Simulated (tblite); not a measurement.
Problem. What does the GFN2-xTB structure of InChI=1S/C3H13FSi3/c1-6-7(2-4)3-5/h7H,2-3,6H2,1,5H3/t7-/m0/s1 look like in three dimensions?

Solution. 
Z-matrix in Å and degrees, rows numbered from 1:
```
C 
Si  1  1.9016
Si  2  2.3252  1  111.53
C   3  1.9273  2  109.94  1   -61.37
F   4  1.3850  3  109.98  2    56.81
C   3  1.9082  2  112.43  1    57.57
Si  6  1.9034  3  117.73  2   176.10
H   1  1.0865  2  111.61  3   175.95
H   1  1.0868  2  111.33  3   -63.90
H   1  1.0865  2  111.03  3    55.74
H   2  1.4722  1  107.93  3  -124.23
H   2  1.4730  1  107.99  3   121.82
H   3  1.4769  2  115.27  1  -176.92
H   4  1.0919  3  113.28  2   175.52
H   4  1.0925  3  112.47  2   -61.14
H   6  1.0916  3  108.35  2   -60.86
H   6  1.0911  3  108.01  2    53.27
H   7  1.4638  6  110.64  3    61.18
H   7  1.4664  6  108.88  3  -179.17
H   7  1.4646  6  109.44  3   -59.52
```

Si3 (SiH silicon) is distorted tetrahedral (angles from 102.8° to 115.3°). Of the pairs four or more bonds apart, Si7···H14 is among the closest relative to their van der Waals radii: 3.42 Å, 104 % of the sum of Bondi's values. The C–Si distances run from 1.902 Å (C1–Si2, drawn single) to 1.927 Å (Si3–C4, drawn single), a spread of 0.025 Å. Si2 (SiH2 silicon) is distorted tetrahedral (angles from 105.8° to 112.6°).

Computed geometry: GFN2-xTB, gas phase.

Point group: C1 (no symmetry element, even within 0.4 Å). Its GFN2-xTB frequencies are all real (lowest 20 cm⁻¹). The numbers are those of one conformer (C1–Si2–Si3–C4 -61°, Si2–Si3–C4–F5 57°, Si2–Si3–C6–Si7 176°). 3 starts were optimised and ended at 0.00, 0.05 and 0.90 kcal/mol (GFN2-xTB); the lowest of these is shown.
